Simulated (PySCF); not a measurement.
Simulation results for CH4AlNSi, BFH4Si2

All values are calculated (PySCF 2.14.0). Calculation on a computer-drawn molecule: the log of a Hartree-Fock and frozen-core CCSD(T) single point meant for a local Hartree-Fock minimum, with one planted fault or none, to be diagnosed. Offsets are logged minus clean, where the clean run is the same molecule without the fault. The reference is restricted for singlets and unrestricted otherwise, and also for a bond in bohr or an excited solution. Adding or removing an electron swaps singlet and doublet. The excited solution moves the top pair (singlet) or top alpha electron (doublet) to the lowest empty orbital. Highest occupied and lowest empty are orbital energies over both spins, largest force is the largest gradient component, triples share is (T) over the correlation energy, the T1 limit is 0.02 restricted and 0.045 unrestricted, electrons count all cores, a negative frequency is imaginary (commonest isotopes), and the dipole is about the centre of nuclear charge.

Common to all runs: meant charge 0; meant multiplicity 1; meant basis cc-pV(D+d)Z; logged basis functions 32; logged SCF converged yes; logged spin squared 0; logged CC converged yes; logged SCF stable within its kind yes; possible faults no fault, one electron removed, one electron added, multiplicity raised by two, geometry at a saddle point, SCF held on an excited solution, minimal basis STO-3G, one bond length entered in bohr, all coordinates scaled.

(1) 
```xyz
8
formula=CH4AlNSi logged_electrons=44 logged_highest_occupied=-3.2537 logged_lowest_empty=7.7048 logged_largest_force=0.028035 logged_T1_diagnostic=0.02893 logged_D1_diagnostic=0.10658 logged_triples_share=0.051181 logged_dipole_magnitude=4.807 logged_energy_HF=-617.98435 logged_energy_CCSD(T)=-618.23239 planted_fault=minimal_basis_STO-3G HF_energy_offset_from_clean_run=4685 CCSD(T)_energy_offset_from_clean_run=4852
C     -1.2791     1.3602    -2.7595
Si    -1.8091     1.4327    -0.9096
N     -0.6503     0.4464    -0.1767
Al     0.3715    -0.4652     0.7100
H     -0.2489     1.7240    -2.8670
H     -1.9268     1.9539    -3.4124
H     -1.2905     0.3201    -3.1103
H      1.3250    -1.3240     1.5830
```

Units: logged_highest_occupied, logged_lowest_empty in eV; logged_largest_force in hartree/bohr; logged_dipole_magnitude in debye; logged_energy_HF, logged_energy_CCSD(T) in hartree; HF_energy_offset_from_clean_run, CCSD(T)_energy_offset_from_clean_run in kcal/mol.

Drawn bonds:
```csv
atom,other atom,order
1,2,1
2,3,1
3,4,2
1,5,1
1,6,1
1,7,1
4,8,1
```

Notes: T1 above single-reference limit.

(2) 
```xyz
8
formula=BFH4Si2 logged_electrons=46 logged_highest_occupied=-5.5313 logged_lowest_empty=5.7967 logged_largest_force=0.031158 logged_T1_diagnostic=0.016583 logged_D1_diagnostic=0.071306 logged_triples_share=0.031443 logged_dipole_magnitude=0.72959 logged_energy_HF=-695.90278 logged_energy_CCSD(T)=-696.08423 planted_fault=minimal_basis_STO-3G HF_energy_offset_from_clean_run=5261 CCSD(T)_energy_offset_from_clean_run=5472
F     -1.8349     0.5811     0.7702
B     -2.2158    -0.4643     0.0165
Si    -3.3795    -0.2084    -1.6552
Si    -1.5301    -2.3244     0.6106
H     -4.6349    -0.5113    -0.8555
H     -1.9578    -2.6095     2.0028
H     -0.0478    -2.3754     0.5401
H     -2.0737    -3.3872    -0.2744
```

Units: logged_highest_occupied, logged_lowest_empty in eV; logged_largest_force in hartree/bohr; logged_dipole_magnitude in debye; logged_energy_HF, logged_energy_CCSD(T) in hartree; HF_energy_offset_from_clean_run, CCSD(T)_energy_offset_from_clean_run in kcal/mol.

Drawn bonds:
```csv
atom,other atom,order
1,2,1
2,3,1
2,4,1
3,5,1
4,6,1
4,7,1
4,8,1
```
